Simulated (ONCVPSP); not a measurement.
Hardness and transferability of assorted potentials

Generated with ld1.x 7.5 (TM, RRKJ, ultrasoft, PAW), atompaw 4.2 or ONCVPSP 4.0.1. The cutoff is in Ry: for ld1.x and atompaw files where the sum of valence levels is converged to 10 mRy in a Bessel basis, for ONCV files where the hardest occupied wave has 1 mHa per electron of residual kinetic energy. The error is the largest all-electron minus pseudo excitation energy over each file’s own four to seven test configurations (ionisations up to +4, promotions, holes and added fractions of an electron), all of which were solved. The labels leave out finer settings (local radius, basis sizes, second energies), which also bear on the numbers. Spin-polarised tests are not counted. The rows are a selection from randomly drawn settings: files with unsolved tests, undetermined cutoffs or missed reference levels are left out.

A true bound ghost makes a file unfit for plane-wave use even where its test errors are small: the radial tests pick states by their node count and pass the ghost by.

```tsv
element	potential	cutoff (Ry)	largest error (meV)	bound ghosts
O	ONCV, PW91, scalar-relativistic, rc 0.70/1.10/0.85 (spd), local smoothed, core correction yes, reference 2s2 2p4, qcut 7.4/10.2/11.3, projectors 2/2/2	161	+265	none
Ti	ONCV, PBE, scalar-relativistic, rc 1.50/1.10/1.55/1.50 (spdf), local smoothed, core correction no, reference 3s2 3p6 3d2 4s2, qcut 8.7/7.8/12/7.7, projectors 2/2/1/1	88	+11	none
Zr	ONCV, PBE, scalar-relativistic, rc 2.00/1.65/1.65 (spd), local d, core correction no, reference 4s2 4p6 4d1, qcut 7.7/7.4/5.6, projectors 1/1/0	39	+165	none
Te	ONCV, PBEsol, scalar-relativistic, rc 1.95/1.85 (sp), local smoothed, core correction yes, reference 5s1.75 5p4.25, qcut 3.3/3.9, projectors 2/1	41	-114	none
Xe	ONCV, LDA (Perdew-Zunger), fully relativistic, rc 1.10/1.00/0.90 (spd), local smoothed, core correction yes, reference 4s2 4p6 4d10 5s2 5p6, qcut 12.6/11/10.8, projectors 3/2/2	121	+19	none
Nd	ONCV, PBE, scalar-relativistic, rc 2.50/2.80/2.50 (spd), local smoothed, core correction yes, reference 5s2 5p6 5d1 6s2, qcut 3.8/4.4/3.7, projectors 2/2/1	14	-33	none
Lu	ONCV, PBE, non-relativistic, rc 2.50/2.35/2.40/1.15 (spdf), local smoothed, core correction yes, reference 4f14 5s2 5p6 5d1 6s1.75 6p0.25, qcut 3.7/6.4/5.3/14.1, projectors 2/2/2/2	177	-3.3	s, p
```

Q: Fill in the row for Tc: ONCV, Wu-Cohen, scalar-relativistic, rc 1.70/2.30/1.85 (spd), local smoothed, core correction yes, reference 4s2 4p6 4d5 5s1.75 5p0.25, qcut 9.2/6.6/7.2, projectors 2/3/1.

A: cutoff 49 Ry, largest error -4.5 meV, bound ghosts: none.

Q: Fill in the row for Cr: ONCV, PBEsol, scalar-relativistic, rc 1.50/1.20/1.50 (spd), local smoothed, core correction no, reference 3s2 3p6 3d5 4s0.5, qcut 8.5/13.8/8.3, projectors 2/2/2.

A: cutoff 74 Ry, largest error +23 meV, bound ghosts: none.

Q: Fill in the row for Be: ONCV, PBE, scalar-relativistic, rc 0.95/0.80 (sp), local smoothed, core correction no, reference 1s2 2s2, qcut 16.7/12.1, projectors 2/2.

A: cutoff 159 Ry, largest error +1303 meV, bound ghosts: none.
